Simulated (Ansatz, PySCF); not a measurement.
Ways to break one bond of CCN:

A. CCN -> [CH2]CN + H atom
B. CCN [ethanamine] -> [CH3] (CH3) + [CH2]N
C. CCN -> CC[NH] + H atom
D. CCN → [CH2]C + [NH2] (NH2)
E. CCN -> C[CH]N + H atom

Quantity: bond dissociation energy (enthalpy at 298 K, with B3LYP-D3(BJ) rigid-rotor harmonic-oscillator terms from PySCF), kcal/mol. Structures are relaxed separately at B3LYP-D3(BJ)/def2-TZVP in Ansatz (a quantum-chemistry and plane-wave program), one conformer each, not searched for the lowest. Cores are frozen in the correlated levels unless marked. Open shells are spin-unrestricted. Spin-orbit coupling is left out. No relativistic terms. Basis-set limits of correlation are two-point, X^-3; Hartree-Fock from the larger set. The bracket is a focal-point correction in the basis named.

```csv
,revPBE-D3(BJ)/def2-TZVPD (Ansatz + dftd3),MP2/cc-pVDZ (Ansatz),SCS-MP2/6-31G (Ansatz),"RI-MP2/CBS(cc-pVTZ,cc-pVQZ)+[CCSD(T)-MP2]/cc-pVTZ (Ansatz)"
A,95.8,97.4,91.6,?
B,77.1,84.9,74.0,?
C,94.0,95.2,88.5,?
D,80.2,86.3,75.9,?
E,85.0,88.1,81.2,?
```

Q: Some entries are withheld; supply them.

A: 
- A, RI-MP2/CBS(cc-pVTZ,cc-pVQZ)+[CCSD(T)-MP2]/cc-pVTZ (Ansatz): 102.4
- B, RI-MP2/CBS(cc-pVTZ,cc-pVQZ)+[CCSD(T)-MP2]/cc-pVTZ (Ansatz): 83.4
- C, RI-MP2/CBS(cc-pVTZ,cc-pVQZ)+[CCSD(T)-MP2]/cc-pVTZ (Ansatz): 101.1
- D, RI-MP2/CBS(cc-pVTZ,cc-pVQZ)+[CCSD(T)-MP2]/cc-pVTZ (Ansatz): 85.7
- E, RI-MP2/CBS(cc-pVTZ,cc-pVQZ)+[CCSD(T)-MP2]/cc-pVTZ (Ansatz): 92.8
